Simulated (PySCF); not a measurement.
## `InChI=1S/C7H4F2O/c8-5-1-2-7(10)4-6(9)3-5/h1-4H`

Molfile (atoms numbered from 1):
```
C7H4F2O
     RDKit          3D

 14 14  0  0  0  0  0  0  0  0999 V2000
    2.9044   -0.3044   -0.1699 O   0  0  0  0  0  0  0  0  0  0  0  0
    1.6925   -0.1755   -0.0998 C   0  0  0  0  0  0  0  0  0  0  0  0
    0.8478   -1.3763   -0.0863 C   0  0  0  0  0  0  0  0  0  0  0  0
   -0.4884   -1.5320   -0.0183 C   0  0  0  0  0  0  0  0  0  0  0  0
   -1.4970   -0.5321    0.0651 C   0  0  0  0  0  0  0  0  0  0  0  0
   -2.7465   -1.0304    0.1188 F   0  0  0  0  0  0  0  0  0  0  0  0
   -1.3874    0.8164    0.0983 C   0  0  0  0  0  0  0  0  0  0  0  0
   -0.1772    1.5550    0.0522 C   0  0  0  0  0  0  0  0  0  0  0  0
   -0.3868    2.8877    0.1013 F   0  0  0  0  0  0  0  0  0  0  0  0
    1.1110    1.1606   -0.0303 C   0  0  0  0  0  0  0  0  0  0  0  0
    1.4491   -2.2764   -0.1439 H   0  0  0  0  0  0  0  0  0  0  0  0
   -0.8838   -2.5412   -0.0249 H   0  0  0  0  0  0  0  0  0  0  0  0
   -2.2950    1.4010    0.1657 H   0  0  0  0  0  0  0  0  0  0  0  0
    1.8564    1.9472   -0.0500 H   0  0  0  0  0  0  0  0  0  0  0  0
  1  2  2  0
  2  3  1  0
  3  4  2  0
  4  5  1  0
  5  6  1  0
  5  7  2  0
  7  8  1  0
  8  9  1  0
  8 10  2  0
 10  2  1  0
  3 11  1  0
  4 12  1  0
  7 13  1  0
 10 14  1  0
M  END
```

Method: PySCF 2.14.0, GIAO revPBE/6-31G magnetisability, rotational g tensor and spin-rotation constants, non-relativistic, gas phase. Geometry: GFN2-xTB.

Task: How diamagnetic is it, and how anisotropic?

Result: Isotropic -975 × 10⁻³⁰ J/T², or -58.7 × 10⁻⁶ cm³/mol; principal values -1347, -838, -740 × 10⁻³⁰ J/T², anisotropy 565 × 10⁻³⁰ J/T² (root of half the summed squared differences of the principal values). The susceptibility is in cgs units.

Task: Split it along the inertial axes a, b, c into diamagnetic and paramagnetic parts about the centre of mass, with the quadrupole moment.

Result: 
| axis | χ (10⁻⁶ cm³/mol) | diamagnetic (10⁻⁶ cm³/mol) | paramagnetic (10⁻⁶ cm³/mol) | summed x² of all electrons (Å²) | quadrupole Θ (D Å) |
| --- | --- | --- | --- | --- | --- |
| a | -45.0 | -746.4 | 701.4 | 219.3 | -13.00 |
| b | -50.1 | -979.1 | 929.1 | 164.5 | +8.27 |
| c | -81.1 | -1628.3 | 1547.2 | 11.5 | +4.73 |

Anisotropies 2χaa − χbb − χcc = +41.3 and 2χbb − χaa − χcc = +26.0 × 10⁻⁶ cm³/mol. Θ is traceless in Buckingham's convention.

Task: And the rotational g tensor?

Result: 
| axis | rotational constant (GHz) | g | nuclear part | electronic part |
| --- | --- | --- | --- | --- |
| a | 1.7029 | -0.0401 | 0.5211 | -0.5612 |
| b | 1.2405 | -0.0335 | 0.5079 | -0.5414 |
| c | 0.7177 | -0.0082 | 0.5134 | -0.5217 |

Asymmetric top; isotopes 12C, 19F, 1H, 16O; no vibrational averaging.
